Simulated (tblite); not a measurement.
A tight-binding relaxation on `C#Cc1cccc([O])c1` [radical].

Computed with GFN2-xTB geometry optimisation, gas phase (tblite 0.8.0). Start geometry: from a force field or distance geometry. The command runs a driver script over a list of jobs; the input below is this job's line of settings and its coordinates in Å.

Command:
```bash
OMP_NUM_THREADS=1 python probes_run.py task.json out
```

Input:
```
{"job": {"kind": "relax", "xc": "GFN2-xTB", "basis": "xTB"}, "charge": 0, "multiplicity": 2}
C      3.303400    -0.650200     0.114400
C      2.115100    -0.397700     0.059600
C      0.727100    -0.117300     0.019100
C      0.282100     1.165000    -0.354500
C     -1.082200     1.416700    -0.384900
C     -2.002900     0.405100    -0.079300
C     -1.612900    -0.893400     0.291300
O     -2.452400    -1.802900     0.583800
C     -0.215300    -1.113900     0.328400
H      4.328400    -0.877000     0.163800
H      0.990300     1.937300    -0.591300
H     -1.450200     2.397100    -0.669300
H     -3.068000     0.633800    -0.109600
H      0.136900    -2.103100     0.606300
```

Output:
```
step      E/eV     max force
  0    -642.02752    2.476
  1    -642.07580    4.098
  2    -642.10553    2.804
  3    -642.15217    0.887
  4    -642.16379    0.246
  5    -642.16803    0.268
  6    -642.17414    0.142
  7    -642.17481    0.069
  8    -642.17520    0.063
  9    -642.17550    0.090
... (9 lines left out)
 19    -642.17618    0.028
 20    -642.17630    0.030
 21    -642.17643    0.034
 22    -642.17653    0.030
 23    -642.17660    0.026
 24    -642.17666    0.018
 25    -642.17670    0.015
 26    -642.17673    0.015
 27    -642.17675    0.012
 28    -642.17677    0.008
```

«max force» is the largest atomic force in eV/Å.

Q: From which step on does the largest force stay under 0.1 eV/Å, and how much energy is left to gain from there?

A: From step 7 (0.069 eV/Å), 2.0 meV above the end.

Summary of the converged run: energy lowered by 3.4 kcal/mol over 28 steps; largest atomic force 0.008 eV/Å at the end.

Q: Give the final coordinates.

A: 0.036 Å rms from the input after alignment:
```
atom  x, y, z in Å
C1     3.2923   -0.6262    0.1073
C2     2.1118   -0.4123    0.0720
C3     0.7182   -0.1525    0.0271
C4     0.2699    1.1319   -0.3383
C5    -1.0953    1.4122   -0.3889
C6    -2.0190    0.4503   -0.0867
C7    -1.6142   -0.8927    0.2960
O8    -2.4403   -1.7718    0.5706
C9    -0.1879   -1.1404    0.3355
H10    4.3233   -0.8193    0.1398
H11    0.9957    1.8944   -0.5794
H12   -1.4181    2.4042   -0.6715
H13   -3.0789    0.6516   -0.1211
H14    0.1418   -2.1299    0.6155
```

Time: 0.16 s wall. Hardware: Arm Neoverse V1, one thread, no GPU, shared host with 32 logical CPUs at a one-minute load of 15.
Labels such as C1 count atoms from 1, the log's own numbers from 0.
